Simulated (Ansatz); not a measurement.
Geometry optimisation, RKS PBE0/6-31G in Ansatz 0.2.0.

Input:

```yaml
crystal:
  periodic: [false, false, false]
  atoms:
    - { symbol: Al, position_ang: [0.0, 0.0, 0.0] }
    - { symbol: "N", position_ang: [0.0, 0.0, 1.92] }
    - { symbol: H, position_ang: [-0.877, -0.2713, 2.45] }
    - { symbol: H, position_ang: [0.877, 0.2713, 2.45] }
    - { symbol: O, position_ang: [1.5415, 0.0, -0.89] }
    - { symbol: Si, position_ang: [2.3874, -1.376, -1.352] }
    - { symbol: H, position_ang: [1.4599, -2.3514, -1.9176] }
    - { symbol: H, position_ang: [3.3882, -1.0195, -2.3535] }
    - { symbol: H, position_ang: [3.0504, -1.9546, -0.187] }
    - { symbol: "N", position_ang: [-1.6627, 0.0, -0.96] }
    - { symbol: H, position_ang: [-2.3316, -0.8164, -0.8614] }
    - { symbol: H, position_ang: [-1.9118, 0.8164, -1.5886] }
basis:
  gaussian: { orbitals: "6-31G" }
hamiltonian:
  xc: pbe0
relax:
  f_tol: 0.02
  max_steps: 40
output:
  orbitals: {}
```

Command:

```bash
$ ansatz run input.yaml --threads 1 --pin off --max-ram 2048MiB --backend cpu --events-out ev --progress --plain --runs-dir out
```

**Question.** Where does it end, and by what steps?

**Answer.** The run converged. The force dipped under the threshold on the way, but the program's further checks kept it going. Limits of this set-up: no polarisation functions. After 13 steps the energy has fallen by 1.236 eV; H11 moved furthest, 1.37 Å.

| step | energy less start (eV) | largest force component (eV/Å) | accepted |
| --- | --- | --- | --- |
| 0 | 0.0000 | 1.965 | yes |
| 1 | -0.7193 | 1.200 | yes |
| 2 | -0.9234 | 0.627 | yes |
| 3 | -1.0268 | 0.405 | yes |
| 4 | -1.1134 | 0.221 | yes |
| 5 | -1.1763 | 0.430 | yes |
| 6 | -1.2164 | 0.201 | yes |
| 7 | -1.2293 | 0.194 | yes |
| 8 | -1.2353 | 0.071 | yes |
| 9 | -1.2361 | 0.015 | yes |
| 10 | -1.2361 | 0.104 | no |
| 11 | -1.2362 | 0.019 | yes |
| 12 | -1.2362 | 0.022 | yes |
| 13 | -1.2363 | 0.014 | yes |

```xyz
12
Properties=species:S:1:pos:R:3
Al -0.214 -0.245 0.129
N -0.165 0.048 1.893
H -0.933 0.410 2.437
H 0.647 -0.133 2.464
O 1.168 -0.863 -0.665
Si 2.535 -1.464 -1.442
H 2.170 -2.611 -2.350
H 3.189 -0.393 -2.277
H 3.545 -1.958 -0.437
N -1.696 0.098 -0.812
H -2.553 0.462 -0.422
H -1.771 -0.052 -1.807
```

Run time: 69 s on 1 thread of Arm Neoverse V1, with other jobs on the host, peak memory 0.17 GiB.
